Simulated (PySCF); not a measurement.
C2H9FSi3. Atoms are numbered in the order given.

```xyz
15

F      1.6642     1.5859     0.8404
Si     1.0887     0.7638    -0.4565
C      1.2121    -1.0855    -0.1037
Si    -0.3871    -1.6504     0.7490
C     -1.7761    -0.7877    -0.2154
Si    -1.2602     1.0125    -0.5820
H      1.9086     1.1845    -1.6286
H      1.2927    -1.6115    -1.0732
H      2.1184    -1.3270     0.4759
H     -0.5366    -3.1360     0.7444
H     -0.3902    -1.1754     2.1645
H     -1.9005    -1.3129    -1.1791
H     -2.7435    -0.8404     0.3092
H     -1.7424     1.9328     0.4897
H     -1.7815     1.4904    -1.8974
```

The structure is a stationary point at B3LYP-D3(BJ)/def2-SVP. The structure was generated by enumeration; whether it is a known compound was not checked. The values are those of a single conformer.

All values below come from PySCF with PBE0/def2-TZVP.

ESP charges are fitted to the potential on shells at 1.4 to 2.0 van der Waals radii. Atomic charges (e):

| atom | Mulliken | ESP fit | Löwdin | IAO |
|---|---|---|---|---|
| F1 | -0.34 | -0.29 | -0.03 | -0.55 |
| Si2 | 0.47 | 0.50 | 0.12 | 0.96 |
| C3 | -0.47 | -0.42 | -0.49 | -0.87 |
| Si4 | 0.22 | 0.36 | 0.25 | 0.78 |
| C5 | -0.46 | -0.38 | -0.51 | -0.83 |
| Si6 | 0.06 | 0.13 | 0.18 | 0.42 |
| H7 | -0.04 | -0.11 | -0.03 | -0.13 |
| H8 | 0.14 | 0.12 | 0.16 | 0.17 |
| H9 | 0.15 | 0.14 | 0.15 | 0.18 |
| H10 | -0.02 | -0.11 | -0.03 | -0.12 |
| H11 | -0.01 | -0.08 | -0.02 | -0.13 |
| H12 | 0.15 | 0.14 | 0.15 | 0.16 |
| H13 | 0.15 | 0.13 | 0.15 | 0.17 |
| H14 | 0.00 | -0.04 | -0.02 | -0.10 |
| H15 | -0.01 | -0.07 | -0.03 | -0.10 |

Computed Mayer and Wiberg (Löwdin basis) orders of the bonds:
```tsv
bond	Mayer	Wiberg
F1–Si2	1.05	1.65
Si2–C3	0.99	1.16
C3–Si4	0.97	1.15
Si4–C5	0.98	1.15
Si2–Si6	0.96	1.01
C5–Si6	0.98	1.17
Si2–H7	0.92	0.91
C3–H8	0.91	0.83
C3–H9	0.92	0.85
Si4–H10	0.95	0.92
Si4–H11	0.96	0.91
C5–H12	0.92	0.84
C5–H13	0.93	0.85
Si6–H14	0.95	0.92
Si6–H15	0.94	0.93
```
